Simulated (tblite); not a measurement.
Start geometry of `N[Si@H](F)NCC(F)=C(F)F` from a force field or distance geometry (Å):
```
atom  x, y, z in Å
N1     2.906    0.006    1.342
Si2    1.787    0.015   -0.038
F3     1.866    1.433   -0.922
N4     0.056   -0.187    0.435
C5    -0.667   -0.009   -0.780
C6    -2.121   -0.117   -0.718
F7    -2.826    0.062   -1.886
C8    -2.831   -0.366    0.367
F9    -2.177   -0.559    1.562
F10   -4.197   -0.453    0.322
H11    3.818    0.404    1.008
H12    3.133   -0.944    1.715
H13    2.106   -1.120   -0.899
H14   -0.181    0.510    1.180
H15   -0.256   -0.663   -1.576
H16   -0.424    1.039   -1.124
```

Task: What comes out of this run: GFN2-xTB geometry optimisation, gas phase in tblite?

Result: 
```
atom  x, y, z in Å
N1     2.6200    0.1224    1.2804
Si2    1.5528   -0.3643    0.0353
F3     2.3230   -0.1085   -1.3532
N4     0.2605    0.7690    0.0608
C5    -0.7532    0.8116   -0.9458
C6    -1.8861   -0.1708   -0.7769
F7    -2.6242   -0.3527   -1.8907
C8    -2.2260   -0.8570    0.3055
F9    -1.6034   -0.7646    1.4784
F10   -3.2276   -1.7243    0.3877
H11    3.5869   -0.1418    1.1963
H12    2.3261    0.0648    2.2397
H13    1.1657   -1.7680   -0.0583
H14   -0.0455    1.1232    0.9518
H15   -0.2906    0.5921   -1.9129
H16   -1.1861    1.8195   -1.0094
```

The energy falls by 26.0 kcal/mol over 209 L-BFGS steps, the largest force on an atom goes from 2.60 to 0.007 eV/Å, and the atoms move by 0.999 Å rms after alignment. The bond that changes most is Si2–N4 (fluorine-bound silicon to silicon-bound nitrogen), which shortens by 0.087 Å. Bonds longer at the end by more than 0.005 Å: 2 of 15; shorter: 11. Among the angles that change most is Si2–N4–C5, from 104.4° to 122.8°. Among the dihedrals that turn most is Si2–N4–C5–C6, from 180° to 83°. Rotational constants go from 2269, 500.9, 425.7 to 1914, 609.5, 513.7 MHz. The orientation of the end geometry is arbitrary; only internal coordinates are fixed.

Its GFN2-xTB frequencies are all real (lowest 25 cm⁻¹). One conformer, not necessarily the lowest. 3 starts were optimised and ended at 0.00, 1.32 and 2.21 kcal/mol (GFN2-xTB); the lowest of these is shown.

These are computed values.
